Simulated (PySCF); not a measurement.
Spinor energies of Bi⁶⁶⁺ (bismuth, charge +66)

Start: [Ne] 3s2 3p5; 3p1/2 filled at m_j = -1/2, +1/2; 3p3/2 filled at m_j = -1/2, +1/2, +3/2. Calculated with PySCF 2.14 in an even-tempered Gaussian basis (17 s from 23 bohr⁻², ratio 2.4; 15 p from 29 bohr⁻², ratio 2.4; 4 d from 100 bohr⁻², ratio 2.6; 4 f from 160 bohr⁻², ratio 2.6): generalised Hartree-Fock with the X2C-1e Hamiltonian and a Gaussian nucleus; one run each with spin-orbit coupling (SO) switched off, then screened by Boettger's factors.

```tsv
spinor shell	electrons	ε, spin-free (eV)	ε, screened SO (eV)	weight of nominal j (screened SO)	rms radius, screened SO (bohr)
1s1/2	2	-96506.5	-96461.8	1.000	0.0178
2s1/2	2	-21780.8	-21765.7	1.000	0.0710
2p1/2	2	-19432.1	-21145.5	1.000	0.0599
3s1/2	2	-8599.8	-8594.7	1.000	0.172
3p1/2	2	-7906.9	-8351.2	1.000	0.163
3p3/2	3	-7906.9	-7731.4	1.000	0.176
```

Question: Where does 2p3/2 lie, and what is the 2p spin-orbit splitting (screened SO)?

Answer: At -18773.4 eV, 2372.1 eV above 2p1/2.

```tsv
quantity	spin-free	screened SO
E (hartree)	-16482.30444	-16528.39482
M_J	3/2	3/2
⟨J²⟩	3.750	3.750
⟨L²⟩	2.000	2.078
⟨S²⟩	0.750	0.828
```

Each row is a mean over spinors that exchange with the open shell spreads, by up to 32.538 eV (3s1/2).

Breit and QED terms are absent; they matter most for the inner s and p1/2 levels.

Densities and radii are taken from the X2C orbitals without a picture-change correction, which distorts them close to the nucleus.

Without spin-orbit coupling the j labels of p, d and f shells carry no meaning; the spin-free column gives the mean over the occupied spinors of each nl shell.
